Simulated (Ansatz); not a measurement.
Gas-phase electronic energies from Ansatz, PBE0-D4/def2-TZVP geometries. CCSD(T)/CBS is the MP2 limit (def2-TZVPP, def2-QZVPP) plus CCSD(T) − MP2 in def2-TZVPP, frozen cores. This one scheme is used for every species, atoms too. DFT in def2-TZVPP. Open shells (•) are unrestricted, without spin–orbit coupling. Spin–orbit coupling would lower the free atoms: a little for Cl, S; strongly for In. def2 core potentials past Kr. Bonds to In are less sure, by a few kJ/mol each and by 10 to 20 or more in all where they break to atoms, as the def2 sets lack core-valence functions. One conformer a species, not always the lowest.

`[SH2+][In-]([Cl])([Cl])[Cl]` → 3 Cl• + 2 H• + In• + S•  (atomization)

Question: What is ΔE at CCSD(T)/CBS? (Best estimate.)

Answer: The calculation gave: +1846.8 kJ/mol.

Question: What do these levels give: CAM-B3LYP-D4, ωB97X-V, ωB97M-V, revPBE, HF/def2-SVP, SCS-MP2/def2-QZVPP? (Best estimate.)

Answer: Computed: CAM-B3LYP-D4 1789.5, ωB97X-V 1847.2, ωB97M-V 1846.2, revPBE 1723.6, HF/def2-SVP 1302.9, SCS-MP2/def2-QZVPP 1825.4 kJ/mol.

Largest T1 diagnostic among the species: 0.015.

The D4 term adds +41.6 kJ/mol with B3LYP and +22.6 kJ/mol with PBE0; it sums over pairs of atoms, weighted by their polarisabilities, and B3LYP, whose exchange is more repulsive, gets the larger term. From BLYP to BHLYP (50 % exact exchange), in def2-TZVPP and without D4, ΔE moves by +4.8 kJ/mol. Leaving LDA and LC-ωPBE aside and taking each functional with its dispersion term where it has one, the values, not all of them listed here, spread over 116.8 kJ/mol, from BHLYP-D4 to B97M-V. LDA lies +286.6 kJ/mol from PBE without D4, its usual overbinding.

B3LYP here is the variant with VWN-RPA as its local correlation; programs differ in this.

For atomizations the MP2-based limit and the directly extrapolated one differ by several kJ/mol either way, and by 10 to 25 for some Ge, Se and Sn compounds, so smaller differences from it don't rank the levels.
